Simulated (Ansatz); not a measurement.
`B[NH][GaH2]` + `C=C[SiH3]` → `[SiH3]/C=[CH]\[GaH2]` + `BN`  (formal exchange of groups at a Ga–N bond)

Calculated with Ansatz (gas phase, PBE0-D4/def2-TZVP geometries, no zero-point term in ΔE). CCSD(T)/CBS adds triple-zeta CCSD(T) − MP2 to the extrapolated MP2 energy (def2 sets, frozen cores). This one scheme is used for every species. Functionals use def2-TZVPP. B3LYP here is the variant with VWN-RPA as its local correlation; programs differ in this. For Ga outer-core shells are correlated without core-valence functions, which leaves a few kJ/mol of doubt a bond. Scalar relativity is left out up to krypton.

| level | ΔE (kJ/mol) | difference from CCSD(T)/CBS |
| --- | --- | --- |
| LDA (SPW92) | 27.1 | -19.1 |
| BLYP-D4 | 45.9 | -0.3 |
| PBE0-D4 | 38.5 | -7.7 |
| B3LYP-D4 | 47.0 | 0.8 |
| ωB97M-V | 44.7 | -1.5 |
| PBE-QIDH | 44.5 | -1.7 |
| r2SCAN | 42.8 | -3.4 |
| B3LYP | 53.5 | 7.3 |
| r2SCAN0 | 44.3 | -1.9 |
| LC-ωPBE | 43.8 | -2.4 |
| HF/def2-SVP | 72.0 | 25.8 |
| HF/def2-TZVPP | 69.4 | 23.2 |
| MP2/def2-TZVPP | 48.5 | 2.3 |
| MP2/def2-QZVPP | 48.0 | 1.8 |
| HF/CBS(def2) | 70.4 | 24.2 |
| MP2/CBS(def2) | 47.1 | 0.9 |
| CCSD(T)/CBS | 46.2 | 0 |

(1) What do rigid-rotor, harmonic-oscillator terms from PBE0-D4/def2-TZVP frequencies (298.15 K, 1 bar) make of the CCSD(T)/CBS value? (Best estimate.)

Largest T1 diagnostic among the species: 0.013.

Results:

(1) The calculation gave: ΔZPE = +0.5 kJ/mol, ΔH = +46.6 kJ/mol, ΔS = -18 J/(mol·K), ΔG = +52.0 kJ/mol.

In def2-TZVPP, CCSD(T) changes the Hartree–Fock value by −21.8 kJ/mol (the triples alone add −3.2 kJ/mol) and MP2 by −20.9 kJ/mol. Leaving LDA and LC-ωPBE aside and taking each functional with its dispersion term where it has one, the values, not all of them listed here, spread over 16.8 kJ/mol, from PBE-D4 to B2PLYP. LDA lies −12.7 kJ/mol from PBE without D4.
